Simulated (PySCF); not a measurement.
Predicted microwave data (PBE0-D3(BJ)/def2-SVP geometry optimisation, gas phase (PySCF)) for one isomer of C9H10N2:

| Property | Result |
| --- | --- |
| Rotational constants | A = 1669, B = 1191, C = 734.1 MHz |
| Dipole components | \|μa\| = 1.35 D, \|μb\| = 2.42 D, \|μc\| = 0.42 D |
| Inertial defect | -38.68 u·Å² |
| κ | -0.02 |

Question: Which candidate fits, each taken in the one conformer that was computed?
A. `[N:1]#[C:2][CH2:3][C@@H:4]1[CH2:5][C@:6]12[CH2:7][CH2:8][C@@H:9]2[C:10]#[N:11]` with C2–C3–C4–C5 25°
B. `CN(C)C1=CC=C(C#N)C=C1` (4-(dimethylamino)benzonitrile)
C. `[CH3:1][CH2:2][c:3]1[cH:4][cH:5][cH:6][n:7]2[cH:8][cH:9][n:10][c:11]12` with C1–C2–C3–C4 107°

Answer: C. It is CCc1cccn2ccnc12, an asymmetric top, point group C1. The candidates at the same level (rigid rotor, commonest isotopes):

```csv
SMILES,A (MHz),B (MHz),C (MHz),μa (D),μb (D),μc (D),Δ (u·Å²),point group,rotor
N#CC[C@@H]1C[C@]12CC[C@@H]2C#N,2044,766.0,671.7,0.29,0.44,1.42,-154.69,C1,asymmetric top
CCc1cccn2ccnc12,1669,1191,734.1,1.35,2.42,0.42,-38.68,C1,asymmetric top
CN(C)c1ccc(C#N)cc1,3476,579.4,499.8,7.65,0.00,0.00,-6.42,C2v,near-prolate asymmetric top
```

`N#CC[C@@H]1C[C@]12CC[C@@H]2C#N` has B 36 % too low; `CN(C)c1ccc(C#N)cc1` has A 108 % too high. No structure here is proved a minimum.
